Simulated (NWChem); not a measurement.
System: SiPH4, doublet; SMILES P[SiH2]

Parts of the log:

```
             Northwest Computational Chemistry Package (NWChem) 7.3.0
             --------------------------------------------------------

 CS  symmetry detected

                             Geometry "geometry" -> ""
                             -------------------------

 Output coordinates in angstroms (scale by  1.889725989 to convert to a.u.)

  No.       Tag          Charge          X              Y              Z
 ---- ---------------- ---------- -------------- -------------- --------------
    1 Si                  14.0000    -0.05714757     1.15114282     0.00000000
    2 P                   15.0000     0.07896158    -1.11503654     0.00000000
    3 H                    1.0000     0.66332825     1.65953680     1.20747600
    4 H                    1.0000     0.66332825     1.65953680    -1.20747600
    5 H                    1.0000    -0.85550713    -1.35476250     1.04659200
    6 H                    1.0000    -0.85550713    -1.35476250    -1.04659200

 Effective nuclear repulsion energy (a.u.)      81.4437378730

      Symmetry information
      --------------------

 Group name             Cs
 Group number              2
 Group order               2
 No. of unique centers     4

                                 NWChem DFT Module
                                 -----------------

 Summary of "ao basis" -> "ao basis" (spherical)
 ------------------------------------------------------------------------------
       Tag                 Description            Shells   Functions and Types
 ---------------- ------------------------------  ------  ---------------------
 Si                         pcseg-1                  8       18   4s3p1d
 P                          pcseg-1                  8       18   4s3p1d
 H                          pcseg-1                  3        5   2s1p

      Symmetry analysis of basis
      --------------------------

        a'         36
        a"         20

            General Information
            -------------------
          SCF calculation type: DFT
          Wavefunction type:  spin polarized.
          No. of atoms     :     6
          No. of electrons :    33
           Alpha electrons :    17
            Beta electrons :    16
          Charge           :     0
          Spin multiplicity:     2
          Use of symmetry is: on ; symmetry adaption is: on
          Maximum number of iterations: 150
          AO basis - number of functions:    56
                     number of shells:    28
          Convergence on energy requested:  1.00D-06
          Convergence on density requested:  1.00D-05
          Convergence on gradient requested:  5.00D-04

              XC Information
              --------------
                  TPSS metaGGA Exchange Functional  1.000
             TPSS03 metaGGA Correlation Functional  1.000

             Grid Information
             ----------------
          Grid used for XC integration:  medium
          Radial quadrature: Mura-Knowles
          Angular quadrature: Lebedev.
          Tag              B.-S. Rad. Rad. Pts. Rad. Cut. Ang. Pts.
          ---              ---------- --------- --------- ---------
          Si                  1.10       88          10.0       590
          P                   1.00       88          10.0       590
          H                   0.35       45          11.0       434
          Grid pruning is: on
          Number of quadrature shells:   266
          Spatial weights used:  Erf1

      Superposition of Atomic Density Guess
      -------------------------------------

 Sum of atomic energies:        -631.42292289

      Non-variational initial energy
      ------------------------------

 Total energy =    -631.881616
 1-e energy   =   -1035.745198
 2-e energy   =     322.419844
 HOMO         =      -0.140297
 LUMO         =       0.057150

   Symmetry analysis of molecular orbitals - initial alpha
   -------------------------------------------------------

  Numbering of irreducible representations:

     1 a'          2 a"

  Orbital symmetries:

     1 a'          2 a'          3 a'          4 a'          5 a"
     6 a'          7 a'          8 a"          9 a'         10 a'
    11 a'         12 a'         13 a"         14 a"         15 a'
    16 a'         17 a'         18 a'         19 a"         20 a'
    21 a"         22 a'         23 a'         24 a"         25 a'
    26 a"         27 a'

   Symmetry analysis of molecular orbitals - initial beta
   ------------------------------------------------------

  Numbering of irreducible representations:

     1 a'          2 a"

  Orbital symmetries:

     1 a'          2 a'          3 a'          4 a'          5 a"
     6 a'          7 a'          8 a"          9 a'         10 a'
    11 a'         12 a'         13 a"         14 a"         15 a'
    16 a'         17 a'         18 a'         19 a"         20 a'
    21 a"         22 a'         23 a'         24 a"         25 a'
    26 a"         27 a'

     ---------------------------------------------
      Total Density - Mulliken Population Analysis
     ---------------------------------------------

    Atom       Charge   Shell Charges
 -----------   ------   -------------------------------------------------------
    1 Si  14    13.79   2.00  2.00  1.01  0.48  5.99  1.74  0.51  0.07
    2 P   15    15.22   2.00  2.00  1.12  0.61  5.99  2.51  0.93  0.06
    3 H    1     1.08   0.71  0.36  0.01
    4 H    1     1.08   0.71  0.36  0.01
    5 H    1     0.91   0.66  0.24  0.01
    6 H    1     0.91   0.66  0.24  0.01

     --------------------------------------------
      Spin Density - Mulliken Population Analysis
     --------------------------------------------

    Atom       Charge   Shell Charges
 -----------   ------   -------------------------------------------------------
    1 Si  14     0.75   0.00  0.00  0.06  0.08  0.00  0.37  0.24  0.00
    2 P   15     0.17   0.00 -0.00  0.00  0.01  0.00  0.11  0.04  0.00
    3 H    1     0.03   0.02  0.01  0.00
    4 H    1     0.03   0.02  0.01  0.00
    5 H    1     0.01   0.01 -0.00  0.00
    6 H    1     0.01   0.01 -0.00  0.00

   convergence    iter        energy       DeltaE   RMS-Dens  Diis-err
 ---------------- ----- ----------------- --------- --------- ---------
 d= 0,ls=0.0,diis     1   -633.1998084550 -7.15D+02  7.04D-03  3.63D-02
                                                     4.78D-03  3.27D-02
 d= 0,ls=0.0,diis     2   -633.2209059737 -2.11D-02  2.88D-03  5.61D-03
                                                     2.90D-03  5.39D-03
 d= 0,ls=0.0,diis     3   -633.2243782736 -3.47D-03  1.29D-03  2.17D-03
                                                     1.28D-03  1.89D-03
 d= 0,ls=0.0,diis     4   -633.2259712213 -1.59D-03  4.00D-04  1.74D-04
                                                     4.85D-04  1.92D-04
 d= 0,ls=0.0,diis     5   -633.2261392683 -1.68D-04  1.25D-04  1.86D-05
                                                     9.32D-05  1.50D-05
  Resetting Diis
 d= 0,ls=0.0,diis     6   -633.2261542288 -1.50D-05  2.96D-05  9.19D-07
                                                     2.36D-05  7.70D-07
 d= 0,ls=0.0,diis     7   -633.2261549811 -7.52D-07  1.76D-05  9.78D-08
                                                     1.11D-05  5.79D-08
 d= 0,ls=0.0,diis     8   -633.2261549865 -5.41D-09  8.71D-06  8.17D-08
                                                     7.40D-06  9.14D-08

         Total DFT energy =     -633.226154986515
      One electron energy =    -1037.560124790510
           Coulomb energy =      368.532278648550
    Exchange-Corr. energy =      -45.642046717530
 Nuclear repulsion energy =       81.443737872975

 Numeric. integr. density =       33.000000660084

                  Occupations of the irreducible representations
                  ----------------------------------------------

                     irrep           alpha         beta
                     --------     --------     --------
                     a'               13.0         12.0
                     a"                4.0          4.0

                    DFT Final Alpha Molecular Orbital Analysis
                    ------------------------------------------

 Vector   15  Occ=1.000000D+00  E=-3.137494D-01  Symmetry=a'
              MO Center=  4.7D-02, -2.4D-01,  1.3D-14, r^2= 3.0D+00
   Bfn.  Coefficient  Atom+Function         Bfn.  Coefficient  Atom+Function
  ----- ------------  ---------------      ----- ------------  ---------------
    27     -0.373300  2 P  py                 9      0.353720  1 Si py
    26     -0.332983  2 P  px                47      0.188810  5 H  s
    52      0.188810  6 H  s                 21     -0.185480  2 P  s
    22     -0.180277  2 P  s                 24      0.141490  2 P  py
    37      0.138972  3 H  s                 42      0.138972  4 H  s

 Vector   16  Occ=1.000000D+00  E=-2.700200D-01  Symmetry=a'
              MO Center=  8.7D-02, -3.8D-01,  4.0D-15, r^2= 3.3D+00
   Bfn.  Coefficient  Atom+Function         Bfn.  Coefficient  Atom+Function
  ----- ------------  ---------------      ----- ------------  ---------------
    26      0.384298  2 P  px                 8      0.330836  1 Si px
    27     -0.300439  2 P  py                21      0.250630  2 P  s
    22      0.221446  2 P  s                  3     -0.177067  1 Si s
     9      0.167309  1 Si py                29      0.166761  2 P  px
    20     -0.162485  2 P  s                  4     -0.148137  1 Si s

[...]
```

Level: TPSS/pcseg-1, spin-unrestricted. In the optimisation the excess spin sits in a' (Cs, its own frame). Geometry: optimised at B3LYP/6-31G* (spherical d), spin-unrestricted. No stability test was run on the SCF state.

Problem. Write an input that gives this output.

Solution. One answer among several that fit: the input that was run:
```
start job
memory heap 200 mb stack 900 mb global 1100 mb
geometry units angstroms noautoz
  Si    -0.080018    -1.166048     0.000000
  P      0.070770     1.099202     0.000000
  H      0.637149    -1.679099     1.207476
  H      0.637149    -1.679099    -1.207476
  H     -0.862126     1.344977     1.046592
  H     -0.862126     1.344977    -1.046592
end
basis spherical
  * library pcseg-1
end
dft
  odft
  mult 2
  xc xtpss03 ctpss03
  iterations 150
  mulliken
end
task dft energy
```
